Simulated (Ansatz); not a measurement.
Series SiX2: vertical IE (eV) at several levels, gas phase, relaxed structures; Ansatz. Core potentials for I in the def2 sets, no spin–orbit coupling. A dash marks a value that wasn't run or was left out as unsound. The structures are stationary points that may keep the symmetry of their start. Correlated methods freeze inner cores and use unrestricted references for open shells.

```csv
species,state,geometry,PBE-D4/def2-TZVP,r2SCAN-D4/def2-TZVP,PBE0-D4/def2-TZVP,CCSD(T)/def2-TZVPP
SiCl2,singlet to doublet,r2SCAN-D4/def2-TZVP,9.78,9.80,9.94,10.00
SiBr2,singlet to doublet,PBE-D4/def2-TZVP,9.41,9.49,9.60,9.67
Si(NH2)2 (SiN2H4),singlet to doublet,PBE0-D4/def2-TZVP,8.56,8.47,8.61,8.72
Si(OMe)2 (C2H6O2Si),singlet to doublet,PBE-D4/def2-SVP,8.76,8.81,9.00,–
```

(1) Estimate the rows for SiI2 (singlet to doublet, r2SCAN-D4/def2-TZVP geometry); SiF2 (singlet to doublet, r2SCAN-D4/def2-TZVP geometry).

(1) 
| species | state | geometry | PBE-D4/def2-TZVP | r2SCAN-D4/def2-TZVP | PBE0-D4/def2-TZVP | CCSD(T)/def2-TZVPP |
| --- | --- | --- | --- | --- | --- | --- |
| SiI2 | singlet to doublet | r2SCAN-D4/def2-TZVP | 8.76 | 8.84 | 8.95 | 8.99 |
| SiF2 | singlet to doublet | r2SCAN-D4/def2-TZVP | 10.84 | 10.79 | 10.98 | 11.07 |

Over the 5 species that have every level, the mean is 9.47 at PBE-D4/def2-TZVP, 9.48 at r2SCAN-D4/def2-TZVP, 9.62 at PBE0-D4/def2-TZVP, 9.69 at CCSD(T)/def2-TZVPP. The mean absolute difference from CCSD(T)/def2-TZVPP, which is a yardstick and not exact, is 0.22 for PBE-D4/def2-TZVP, 0.21 for r2SCAN-D4/def2-TZVP, 0.07 for PBE0-D4/def2-TZVP (levels in sets of like size).
